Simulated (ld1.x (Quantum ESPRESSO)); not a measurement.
Results of a calculation; reference values are marked as such.
**Hardness and transferability of assorted potentials**

Generated with ld1.x 7.5 (TM, RRKJ, ultrasoft, PAW), atompaw 4.2 or ONCVPSP 4.0.1. The cutoff is in Ry: for ld1.x and atompaw files where the sum of valence levels is converged to 10 mRy in a Bessel basis, for ONCV files where the hardest occupied wave has 1 mHa per electron of residual kinetic energy. The error is the largest all-electron minus pseudo excitation energy over each file’s own four to seven test configurations (ionisations up to +4, promotions, holes and added fractions of an electron), all of which were solved. The labels leave out finer settings (local radius, basis sizes, second energies), which also bear on the numbers. Spin-polarised tests are not counted. The rows are a selection from randomly drawn settings: files with unsolved tests, undetermined cutoffs or missed reference levels are left out.

A true bound ghost makes a file unfit for plane-wave use even where its test errors are small: the radial tests pick states by their node count and pass the ghost by.

```csv
element,potential,cutoff (Ry),largest error (meV),bound ghosts
O,"PAW, PBE, scalar-relativistic, rc 0.80/1.25 (sp), local smoothed, core correction yes, reference 2s2 2p4",50,-31,none
F,"PAW, PBEsol, non-relativistic, rc 0.85/1.75/1.25 (spd), local smoothed, core correction yes, reference 2s2 2p4.75",25,+76,none
Al,"PAW, PBE, scalar-relativistic, rc 2.40/1.75/1.85 (spd), local smoothed, core correction yes, reference 3s2 3p1",6,-19,none
Al,"TM, Wu–Cohen, scalar-relativistic, rc 1.35/2.00/2.20 (spd), local smoothed, core correction yes, reference 3s1 3p0",35,+56,none
S,"ultrasoft, PBE, non-relativistic, rc 1.70/1.70/1.70 (spd), local smoothed, core correction yes, reference 3s1.75 3p4.25",18,+4.0,none
S,"TM, PBE, non-relativistic, rc 1.25/1.05/0.62 (spd), local smoothed, core correction yes, reference 3s2 3p4",110,+418,s
Ag,"RRKJ, PBE, scalar-relativistic, rc 1.75/3.80/1.15 (spd), local s, core correction yes, reference 4d10 5s1 5p0",110,-678,none
```

Question: Fill in the row for Al: ultrasoft, PBEsol, scalar-relativistic, rc 2.00/2.15 (sp), local smoothed, core correction yes, reference 3s2 3p0.

Answer: cutoff 8 Ry, largest error -8.8 meV, bound ghosts: none.

Question: Fill in the row for Br: TM semilocal, LDA (PZ), scalar-relativistic, rc 1.15/1.40/1.10 (spd), local p, core correction no, reference 4s2 4p4.5.

Answer: cutoff 90 Ry, largest error +187 meV, bound ghosts: none.

Question: Fill in the row for Rh: TM, PBEsol, scalar-relativistic, rc 2.35/3.60/2.00 (spd), local smoothed, core correction no, reference 4d8 5s1 5p0.

Answer: cutoff 50 Ry, largest error -695 meV, bound ghosts: none.
